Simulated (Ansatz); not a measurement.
A structure relaxed at PBE-D4/def2-SVP in Ansatz, charge 1, singlet:

```xyz
7

Au    0.001   -0.258   -1.310
Na    0.222   -1.568    1.279
Na   -1.969    1.185    0.419
Na   -2.427   -0.144   -2.823
Na    2.618   -1.460   -1.715
Na    1.867    1.127    0.598
Na   -0.312    1.118    3.552
```

Question: Give its formula.

Answer: Na6Au⁺ (the lowest singlet isomer of a short search).

Question: Summarise the bond lengths by kind (pairs closer than 1.2 times the sum of covalent radii, bridged metal pairs left out).

Answer: 9 × Na–Na 3.23 to 3.84 Å; 5 × Au–Na 2.86 to 3.01 Å. The metal has 5 neighbours: Na 2.91 Å, Na 2.99 Å, Na 2.86 Å, Na 2.91 Å, Na 3.01 Å.

In the def2 sets Au takes a core potential; there is no spin–orbit coupling. The restricted singlet is unstable towards broken spin symmetry in Hartree–Fock (as tested in another run); at PBE-D4/def2-SVP this wasn't settled. The relaxation made no stability test and no search for a lower SCF solution. No other spin state of charge 1 was run. The structure comes from a short search, and lower isomers may exist.
